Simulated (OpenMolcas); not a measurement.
5d1 ions of rising charge with 6 fluoride ligands in octahedral coordination

```json
{
 "Program": "OpenMolcas",
 "Method": "CASSCF",
 "Spin-orbit coupling": "state interaction with AMFI integrals over the reference wave functions"
}
```

The d shell is active. Anionic complexes are neutralised by point charges behind the ligands. Distances were set from a Shannon-type radius of the metal (high-spin where two are listed) plus a fixed donor radius (F 1.31 Å). Ligand basis ANO-RCC-VDZP, DKH2 Hamiltonian. States (labels of O, the rotations of Oh). Energies in cm-1 above the lowest state or level, χT in cm3 K/mol; under a threefold ground state the first gap can be a small split of the lowest multiplet, not the spin-orbit step; 10Dq is the gap between the two states. Spin-only χT is S(S+1) / 2 for the spin of the ground state.

```csv
Ion,Shell,R (Å),Metal basis,Outer charge (e at Å behind ligand),Ground state,First state of that spin,10Dq,First gap with spin-orbit (degeneracies),χT at 300 K,Spin-only χT
Ta4+,5d1,1.99,ANO-RCC-VDZP,0.33 at 2.8,2T2,2E 35442,35442,"4005 (4, 2)",0.042,0.375
W5+,5d1,1.93,ANO-RCC-VDZP,0.17 at 3.2,2T2,2E 39846,39846,"4931 (4, 2)",0.034,0.375
Re6+,5d1,1.86,ANO-RCC-VDZP,,2T2,2E 45684,,"5503 (4, 2)",0.030,0.375
```

The rows also differ in their outer charges, so part of each step comes from that.

|10Dq| changes by a factor of 39846 / 35442 = 1.12 from Ta4+ to W5+.

χT departs most from the spin-only value for Re6+, by -0.345 cm3 K/mol.

An orbital triplet at a regular site is open to Jahn-Teller coupling, which can distort the site and quench the lowest spin-orbit gaps and is left out. With metal d orbitals alone the field can be off either way by tens of per cent. Ligand-to-metal charge-transfer states are missing. The least metal-like active orbital is 77 % on the metal (Löwdin) and no ligand orbital is active, so the numbers are rough (holds for Ta4+). The least metal-like active orbital is 72 % on the metal (Löwdin) and no ligand orbital is active, so the numbers are rough (holds for W5+). The least metal-like active orbital is 65 % on the metal (Löwdin) and no ligand orbital is active, so the numbers are rough (holds for Re6+). No measured value stands beside these numbers; the geometry is a model, was not optimised and need not be the one that this ion takes.
